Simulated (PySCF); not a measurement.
H2O4S, charge +1, doublet, at a GFN2-xTB geometry (a state made from the parent by changing its charge; the spin is typed, not shown lowest); MP2/6-31G* (PySCF).

PySCF was given this input:
```python
from pyscf import gto, scf, mp

mol = gto.Mole()
mol.atom = '''
    O    -0.46529138    1.41220598   -0.07095844
    S    -0.01626657   -0.02567348   -0.00245745
    O    -0.36107300   -0.82927774   -1.16232897
    O    -0.68935298   -0.82860665    1.00363709
    O     1.46298435    0.16245005    0.22168374
    H    -1.38901452    1.65960187   -0.21103719
    H     2.07114373   -0.58299923    0.31408907
'''
mol.basis = '6-31g*'
mol.charge = 1
mol.spin = 1
mol.verbose = 4
mol.build()

mf = scf.UHF(mol)
mf.kernel()

pt = mp.MP2(mf)
pt.kernel()
print('E(MP2) = %.10f' % pt.e_tot)
```

Output, abridged:

```
PySCF version 2.14.0

[INPUT] verbose = 4
[INPUT] num. atoms = 7
[INPUT] num. electrons = 49
[INPUT] charge = 1
[INPUT] spin (= nelec alpha-beta = 2S) = 1
[INPUT] symmetry False subgroup None
[INPUT] Mole.unit = angstrom
[INPUT] Symbol           X                Y                Z      unit          X                Y                Z       unit  Magmom
[INPUT]  1 O     -0.465291380000   1.412205980000  -0.070958440000 AA   -0.879273276321   2.668682533673  -0.134092017826 Bohr   0.0
[INPUT]  2 S     -0.016266570000  -0.025673480000  -0.002457450000 AA   -0.030739362286  -0.048515845864  -0.004643907465 Bohr   0.0
[INPUT]  3 O     -0.361073000000  -0.829277740000  -1.162328970000 AA   -0.682329080975  -1.567107809798  -2.196483419948 Bohr   0.0
[INPUT]  4 O     -0.689352980000  -0.828606650000   1.003637090000 AA   -1.302688335353  -1.565839633493   1.896599228555 Bohr   0.0
[INPUT]  5 O      1.462984350000   0.162450050000   0.221683740000 AA    2.764639746025   0.306986103422   0.418921554869 Bohr   0.0
[INPUT]  6 H     -1.389014520000   1.659601870000  -0.211037190000 AA   -2.624857025844   3.136193010116  -0.398802491198 Bohr   0.0
[INPUT]  7 H      2.071143730000  -0.582999230000   0.314089070000 AA    3.913894414310  -1.101708875532   0.593542321019 Bohr   0.0

nuclear repulsion = 292.648928755929
number of shells = 36
number of NR pGTOs = 167
number of NR cGTOs = 78
basis = 6-31g*
ecp = {}

******** <class 'pyscf.scf.uhf.UHF'> ********
method = UHF
initial guess = minao
damping factor = 0
level_shift factor = 0
DIIS = <class 'pyscf.scf.diis.CDIIS'>
diis_start_cycle = 1
diis_space = 8
diis_damp = 0
SCF conv_tol = 1e-09
SCF conv_tol_grad = None
SCF max_cycles = 50
direct_scf = True
direct_scf_tol = 1e-13
number electrons alpha = 25  beta = 24
Set gradient conv threshold to 3.16228e-05
init E= -699.884483559153

cycle= 1 E= -697.415326178103  delta_E= 2.47  |g|= 0.676  |ddm|= 2.15
cycle= 2 E= -697.576320652176  delta_E= -0.161  |g|= 0.361  |ddm|= 0.842
cycle= 3 E= -697.629606400289  delta_E= -0.0533  |g|= 0.0693  |ddm|= 0.322
cycle= 4 E= -697.63342821523  delta_E= -0.00382  |g|= 0.0264  |ddm|= 0.0796
cycle= 5 E= -697.634337866423  delta_E= -0.00091  |g|= 0.0121  |ddm|= 0.0446
cycle= 6 E= -697.634569754762  delta_E= -0.000232  |g|= 0.00682  |ddm|= 0.0231
cycle= 7 E= -697.634648012831  delta_E= -7.83e-05  |g|= 0.00352  |ddm|= 0.0133
cycle= 8 E= -697.634684790276  delta_E= -3.68e-05  |g|= 0.00172  |ddm|= 0.011
cycle= 9 E= -697.634695097296  delta_E= -1.03e-05  |g|= 0.000676  |ddm|= 0.0068
cycle= 10 E= -697.634696542605  delta_E= -1.45e-06  |g|= 0.00029  |ddm|= 0.00246
cycle= 11 E= -697.63469678576  delta_E= -2.43e-07  |g|= 0.000118  |ddm|= 0.000988
cycle= 12 E= -697.634696822416  delta_E= -3.67e-08  |g|= 3.99e-05  |ddm|= 0.00043
cycle= 13 E= -697.63469682575  delta_E= -3.33e-09  |g|= 1.74e-05  |ddm|= 0.000125
cycle= 14 E= -697.634696826341  delta_E= -5.91e-10  |g|= 7.58e-06  |ddm|= 5.25e-05
Extra cycle  E= -697.6346968264  delta_E= -5.99e-11  |g|= 4.64e-06  |ddm|= 1.02e-05
converged SCF energy = -697.6346968264  <S^2> = 0.80347278  2S+1 = 2.0527764

******** <class 'pyscf.mp.ump2.UMP2'> ********
nocc = (np.int64(25), np.int64(24)), nmo = (78, 78)
E(UMP2) = -698.470828664713  E_corr = -0.836131838312651
E(SCS-UMP2) = -698.431416524752  E_corr = -0.7967196983513
E_corr(same-spin) = -0.238429047258325
E_corr(oppo-spin) = -0.597702791054326
E(MP2) = -698.4708286647
```
